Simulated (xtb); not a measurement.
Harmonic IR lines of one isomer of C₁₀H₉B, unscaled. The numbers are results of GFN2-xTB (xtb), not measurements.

```csv
wavenumber (cm⁻¹),relative intensity
770,4.7
797,67
816,8.8
836,29
842,9.0
905,5.7
1044,23
1074,5.3
1124,11
1236,87
1265,48
1320,6.3
1386,9.5
1448,40
1583,5.4
2639,100
2674,54
3024,17
3052,30
3118,13
3137,53
```

Which structure gives these lines?
A) `Bc1ccc2cccccc1-2`
B) `Bc1cc2cccccc-2c1`
C) `Bc1cccc2cccc-2c1`
D) `Bc1ccc2cccc-2cc1`

D, `Bc1ccc2cccc-2cc1`
